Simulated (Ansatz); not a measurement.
Ansatz (a quantum-chemistry and plane-wave program) input (CCSD(T)/aug-cc-pVDZ):

Ansatz 0.2 input:
```yaml
crystal:
  periodic: [false, false, false]
  atoms:
    - {symbol: C, position_ang: [-0.00754564, -0.00103938, 0.55491388]}
    - {symbol: F, position_ang: [1.05795691, -0.70184003, -0.11026606]}
    - {symbol: F, position_ang: [0.08146965, 1.26609935, -0.11985815]}
    - {symbol: F, position_ang: [-1.13439613, -0.56356641, -0.13981838]}
basis:
  gaussian:
    orbitals: aug-cc-pVDZ
total_charge: -1
magnetization: {spin_polarized: false}
correlation: {method: ccsd_t, electrons: outside_noble_gas}
output: {forces: true}
```

End of the output:

```
mean field evaluation 1: about -9146.2244 eV, gradient 2.7e1 eV
mean field evaluation 2: about -9146.2546 eV, gradient 2.7e1 eV
mean field evaluation 4: about -9148.0574 eV, gradient 2.9e0 eV
mean field evaluation 8: about -9148.1085 eV, gradient 5.6e-2 eV
mean field evaluation 16: about -9147.7457 eV, gradient 1.2e1 eV
mean field -9148.10850855 eV, -336.1867868786 hartree, gradient 1.9e-6 eV, S^2 0.000000; 0 other end points of the search recorded, 0 dependent functions left out
4 core orbitals not correlated
reference -9148.10850855 eV, -336.1867868786 hartree; 13, 13 occupied and 75, 75 virtual orbitals, 867 factors
densities: 0.48 GiB planned
second order -20.79564822 eV of doubles, -0.00000000 eV of singles
coupled cluster: 0.36 GiB planned
cycle   1  -20.39713882 eV  change    4.0e-1 eV  update   1.2e-1
cycle   2  -20.92629498 eV  change   -5.3e-1 eV  update   3.6e-2
cycle   3  -21.05737303 eV  change   -1.3e-1 eV  update   2.0e-2
cycle   4  -21.04498762 eV  change    1.2e-2 eV  update   4.8e-3
cycle   5  -21.03913743 eV  change    5.9e-3 eV  update   2.7e-3
cycle   6  -21.04108253 eV  change   -1.9e-3 eV  update   8.6e-4
cycle   7  -21.04135866 eV  change   -2.8e-4 eV  update   3.4e-4
cycle   8  -21.04109474 eV  change    2.6e-4 eV  update   1.2e-4
cycle   9  -21.04110162 eV  change   -6.9e-6 eV  update   4.7e-5
cycle  10  -21.04114879 eV  change   -4.7e-5 eV  update   1.7e-5
cycle  11  -21.04112983 eV  change    1.9e-5 eV  update   6.4e-6
perturbative correction -0.63067031 eV, -0.0231767063 hartree
the calculation of the forces begins
Total energy: -9169.78030868 eV, -336.9832108438 hartree
Atom 0 at    -0.007546    -0.001039     0.554914 Å, force    -0.009080    -0.001251     0.667744 eV/Å
Atom 1 at     1.057957    -0.701840    -0.110266 Å, force     0.365840    -0.240732    -0.218099 eV/Å
Atom 2 at     0.081470     1.266099    -0.119858 Å, force     0.030434     0.435220    -0.221394 eV/Å
Atom 3 at    -1.134396    -0.563566    -0.139818 Å, force    -0.387194    -0.193237    -0.228250 eV/Å
Dipole moment:     0.003666     0.000505    -0.269586 e Å
```
